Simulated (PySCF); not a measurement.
Pb: excitation energy

Pb [Xe] 4f14 5d10 6s2 6p2 (3P) → Pb [Xe] 4f14 5d10 6s1 6p3 (5S), as a difference of total energies. Calculation: PySCF 2.14, in aug-cc-pVQZ-DK3; scalar relativity by spin-free X2C-1e. The calculations carry no spin-orbit coupling.

| method | excitation energy (eV) |
| --- | --- |
| UHF | 4.667 |
| M06 | 7.255 |
| r2SCANh | 6.316 |

Spin-orbit coupling is strong in these open shells (close to jj coupling). The scalar numbers leave it out and a first-order estimate fails, so it can dominate the gap to the real levels.
